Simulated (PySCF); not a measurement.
Species: C₄H₉NSi₂.
Numbering: `[CH:1]#[C:2][C@H:3]1[CH2:4][SiH2:5][NH:6][SiH2:7]1` (hydrogens: H8 on C1; H9 on C3; H10, H11 on C4; H12, H13 on Si5; H14 on N6; H15, H16 on Si7)

Level: PBE0/def2-SVPD in PySCF, non-relativistic, on one gas-phase PBE0-D3(BJ)/def2-SVP geometry that isn't relaxed in the solvent. The solvent is an IEF-PCM continuum (cavity from Bondi-type radii × 1.2), and excitations are vertical TDDFT with non-equilibrium linear response and a frozen core. Specific hydrogen bonds and non-electrostatic terms are outside this model.

Gas-phase singlets (H = HOMO, L = LUMO):

| state | E (eV) | λ (nm) | f | leading configurations |
| --- | --- | --- | --- | --- |
| S1 | 6.139 | 202 | 0.006 | H-1→L 72%, H→L 22% |
| S2 | 6.163 | 201 | 0.002 | H→L+1 46%, H→L+2 20%, H→L+4 10% |
| S3 | 6.477 | 191 | 0.000 | H→L 66%, H-1→L 17%, H→L+2 9% |
| S4 | 6.561 | 189 | 0.009 | H-1→L+1 72%, H→L+1 15% |
| S5 | 6.603 | 188 | 0.006 | H→L+3 32%, H-2→L+1 24%, H-2→L+2 11% |

Task: Give the list for dichloromethane (ε = 8.93), n² = 2.03.

Result: 
```json
{"state": "S1", "E (eV)": "6.185", "λ (nm)": "200", "f": "0.011", "leading configurations": "H→L 80%, H-1→L 12%", "change by rank (eV)": "+0.046"}
{"state": "S2", "E (eV)": "6.239", "λ (nm)": "199", "f": "0.002", "leading configurations": "H-1→L+1 28%, H-1→L+2 23%, H→L+1 17%", "change by rank (eV)": "+0.076"}
{"state": "S3", "E (eV)": "6.534", "λ (nm)": "190", "f": "0.012", "leading configurations": "H→L+1 68%, H-1→L+1 17%", "change by rank (eV)": "+0.057"}
{"state": "S4", "E (eV)": "6.625", "λ (nm)": "187", "f": "0.004", "leading configurations": "H-1→L 54%, H-1→L+2 10%", "change by rank (eV)": "+0.064"}
{"state": "S5", "E (eV)": "6.679", "λ (nm)": "186", "f": "0.004", "leading configurations": "H-1→L+3 26%, H-1→L 20%, H-2→L+1 14%", "change by rank (eV)": "+0.076"}
```

Task: How do the frontier levels move from gas to dichloromethane?

Result: 
| orbital | gas (eV) | solvent (eV) | change (eV) | Löwdin shares, gas | Löwdin shares, solvent |
| --- | --- | --- | --- | --- | --- |
| LUMO+2 | 0.73 | 0.75 | +0.02 | C1 16 %, Si7 15 %, Si5 13 %, C2 12 % | C1 22 %, C2 16 %, Si7 12 %, Si5 12 % |
| LUMO+1 | 0.30 | 0.41 | +0.11 | Si5 19 %, Si7 16 %, C4 8 %, C3 7 % | Si7 19 %, Si5 18 %, C1 8 %, C2 7 % |
| LUMO | 0.08 | 0.25 | +0.17 | Si5 21 %, Si7 20 %, H14 12 %, N6 10 % | Si7 19 %, Si5 19 %, N6 9 %, H15 7 % |
| HOMO | -7.30 | -7.30 | 0.00 | C1 32 %, C2 27 %, C3 13 %, Si7 8 % | N6 40 %, Si7 11 %, Si5 9 %, C1 7 % |
| HOMO-1 | -7.47 | -7.42 | +0.05 | N6 46 %, Si5 10 %, Si7 10 %, H13 6 % | C1 27 %, C2 23 %, N6 13 %, C3 10 % |
| HOMO-2 | -7.69 | -7.80 | -0.11 | C1 39 %, C2 37 %, C4 6 %, C3 6 % | C1 38 %, C2 36 %, C4 8 %, C3 6 % |
| HOMO-3 | -8.92 | -8.83 | +0.09 | C4 28 %, Si5 18 %, C3 10 %, C2 8 % | C4 28 %, Si5 18 %, C3 10 %, C2 8 % |

The HOMO–LUMO gap goes from 7.38 to 7.55 eV. Rows go by rank; for HOMO-2, HOMO-1 and HOMO the atom shares or the degeneracy differ between the runs, so the row needn't follow one orbital.
